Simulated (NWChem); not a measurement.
System: CH₆AlNO; SMILES C[NH][AlH][OH]

```xyz
10

Al    -0.6001    -0.7484     0.0000
H     -2.0010    -1.4855     0.0000
N     -0.5288     1.0211     0.0000
C      0.6342     1.8782     0.0000
H     -1.3974     1.5468     0.0000
H      0.6836     2.5337     0.8899
H      0.6836     2.5337    -0.8899
H      1.5505     1.2686     0.0000
O      0.8953    -1.5706     0.0000
H      1.0160    -2.5201     0.0000
```
Atoms are numbered in this order, from 1.

Results from NWChem. All runs use the structure optimised with PBE0/def2-SVP. Level MN15/def2-SVP: energy and gradient on several grids; changes count from the extra-fine grid, which is no exact limit either.

```tsv
grid	size of the energy change (μHa)	largest change of a gradient component (μHa/bohr)	time, medium = 1 (rough)
xcoarse	20000	2000	0.5
coarse	100	700	about 1
medium	20	70	about 1
fine	< 10	< 30	about 1
xfine	< 10	< 30	about 1
```
